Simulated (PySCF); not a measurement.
Si(All)(H)3 (C₃H₈Si), SMILES C=CC[SiH3]. Atoms are numbered in the order given.

```xyz
12

Si     1.4720     0.5057    -0.0972
C      0.1232    -0.8273     0.0483
C     -1.1889    -0.2569     0.4974
C     -2.2598    -0.0598    -0.2786
H      2.7850    -0.1231    -0.4325
H      1.1127     1.4823    -1.1652
H      1.6087     1.2368     1.1972
H      0.4872    -1.5871     0.7626
H      0.0258    -1.3221    -0.9328
H     -1.2398     0.0505     1.5501
H     -2.2611    -0.3434    -1.3365
H     -3.1741     0.3911     0.1158
```

Coordinates come from a B3LYP-D3(BJ)/def2-SVP optimisation. One conformer was computed; it need not be the lowest.

Two levels are set side by side: PBE/pcSseg-1 (PySCF) and PBE0/pcSseg-1 (PySCF). GIAO shifts against TMS (²⁹Si), TMS (¹H), TMS (¹³C) at the same level; non-relativistic, no solvent, atoms listed together averaged. Differences are taken from unrounded values.

```tsv
quantity	PBE
δ(²⁹Si) of Si1 (ppm)	-67.3
δ(¹³C) of C2 (ppm)	22.7
δ(¹³C) of C3 (ppm)	144.7
δ(¹³C) of C4 (ppm)	121.8
δ(¹H) of H8, H9 (ppm)	2.07
δ(¹H) of H10 (ppm)	6.30
```

Q: These are the PBE values. What does PBE0 give? (The exact figures need the calculation; the answer reports its results.)

A: 
| quantity | PBE0 | PBE minus PBE0 |
|---|---|---|
| δ(²⁹Si) of Si1 (ppm) | -63.0 | -4.3 |
| δ(¹³C) of C2 (ppm) | 20.6 | 2.1 |
| δ(¹³C) of C3 (ppm) | 146.0 | -1.4 |
| δ(¹³C) of C4 (ppm) | 124.1 | -2.3 |
| δ(¹H) of H8, H9 (ppm) | 1.99 | 0.08 |
| δ(¹H) of H10 (ppm) | 6.30 | 0.00 |

Rough cost on one machine, each run with all the roots and properties that it gave: PBE0 against PBE within a factor of 2.
